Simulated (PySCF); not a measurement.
From results back to the method.

Compound: C4H4F2Si.
Numbering: `[F:1][C:2]1=[CH:3][SiH2:4][CH:5]=[C:6]1[F:7]` (hydrogens: H8 on C3; H9, H10 on Si4; H11 on C5)

Cartesian coordinates in Å at the PBE0-D3(BJ)/def2-SVP level; atoms count from 1:
```xyz
11
C4H4F2Si angstrom
F      2.509   -0.643   -0.352
C      1.223   -0.418   -0.148
C      0.323   -1.301    0.308
Si    -1.295   -0.363    0.396
C     -0.553    1.223   -0.262
C      0.745    0.954   -0.461
F      1.656    1.797   -0.915
H      0.589   -2.325    0.568
H     -2.370   -0.927   -0.471
H     -1.811   -0.231    1.790
H     -0.983    2.203   -0.468
```

The closed-shell ground state was solved 3 times with PySCF (density fitting, gas phase), always with PBE0, in these basis sets: 6-31G, STO-3G and def2-TZVP.

```csv
row,total energy (Eh),HOMO (eV),LUMO (eV),dipole (D)
P,-643.6244,-7.12,-1.66,1.67
Q,-643.3229,-7.04,-1.48,2.34
R,-635.3979,-4.05,2.18,0.95
```

Task: Which basis belongs to which row?

Result: P = def2-TZVP, Q = 6-31G, R = STO-3G. From the lowest total energy up: def2-TZVP (247 functions) 0 eV; 6-31G (75 functions) +8.20 eV; STO-3G (43 functions) +223.85 eV.
